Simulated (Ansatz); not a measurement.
Frontier orbitals of BFGeH4S, SMILES `F[BH][GeH2][SH]`.

Total charge 0; spin multiplicity 1. Correlated methods include outer-core shells of Ge, which these sets cover unevenly. Scalar relativity is left out up to krypton. The structure was optimised at the PBE0-D4/def2-TZVP level. It is one conformer, not always the lowest. Basis def2-TZVPP, Ansatz.

```json
{"functional": "PBE", "HOMO (eV)": "-5.99", "LUMO (eV)": "-2.87", "gap (eV)": "3.12"}
{"functional": "revPBE", "HOMO (eV)": "-5.95", "LUMO (eV)": "-2.75", "gap (eV)": "3.20"}
{"functional": "BLYP", "HOMO (eV)": "-5.84", "LUMO (eV)": "-2.71", "gap (eV)": "3.13"}
{"functional": "PBE0", "HOMO (eV)": "-7.18", "LUMO (eV)": "-1.94", "gap (eV)": "5.24"}
{"functional": "CAM-B3LYP", "HOMO (eV)": "-8.47", "LUMO (eV)": "-0.84", "gap (eV)": "7.63"}
{"functional": "ωB97M-V", "HOMO (eV)": "-9.31", "LUMO (eV)": "0.02", "gap (eV)": "9.33"}
{"functional": "HF", "HOMO (eV)": "-9.95", "LUMO (eV)": "1.46", "gap (eV)": "11.41"}
```

A quarter of exact exchange (PBE0) shifts PBE's HOMO by −1.19 eV and its LUMO by +0.93 eV; full exchange at long range (ωB97M-V) shifts them by −3.31 and +2.89 eV. The gap opens from 3.13 to 9.33 eV, since occupied levels lose self-interaction and empty ones feel all the electrons. A positive LUMO is unbound and depends on the basis.
